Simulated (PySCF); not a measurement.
Input of a run (PBE0-D3(BJ)/def2-TZVP geometry optimisation, gas phase (PySCF 2.14.0)), started from GFN2-xTB:
```
{"job": {"xc": "PBE0", "basis": "def2-TZVP", "d3": "d3bj", "grid": 2, "shake": 0.01, "kind": "geom"}, "charge": 0, "multiplicity": 1}
Si    -0.184700    -0.017890    -0.008660
Br     1.995880    -0.083940     0.082580
H     -0.698150    -0.612790     1.206200
H     -0.502320     1.422670    -0.101250
H     -0.577150    -0.742020    -1.216760
```

Output (energies in Eh, forces in Eh/bohr):
```
step   0  E = -2865.07286687  max force = 0.014317
step   1  E = -2865.07449625  max force = 0.001714
step   2  E = -2865.07454065  max force = 0.000690
step   3  E = -2865.07454257  max force = 0.000174
optimisation converged
```

Q: Summarise the run.

A: The energy falls by 4.4 kJ/mol over 4 energy and gradient evaluations, the largest force component goes from 0.0143 to 1.7e-04 Eh/bohr, and the atoms move by 0.042 Å rms after alignment. Among the bonds, Si1–Br2 and Si1–H3 change most and about equally (+0.034 to +0.035 Å). Bonds longer at the end by more than 0.005 Å: 3 of 4; shorter: 0. Among the angles that change most is Br2–Si1–H4, from 104.3° to 108.4°. The energy never rose by more than 1e-6 Eh on the way. The first step brought 97 % of the lowering.

Q: What are the final bond lengths?

A: Si1–Br2 2.219 Å, Si1–H3 1.481 Å, Si1–H4 1.481 Å, Si1–H5 1.481 Å. Numbering counts from 1 in the input's order; the species is `[SiH3]Br`.

The run used 103 basis functions and 24 SCF cycles in all.

Not checked by PBE0-D3(BJ)/def2-TZVP frequencies.
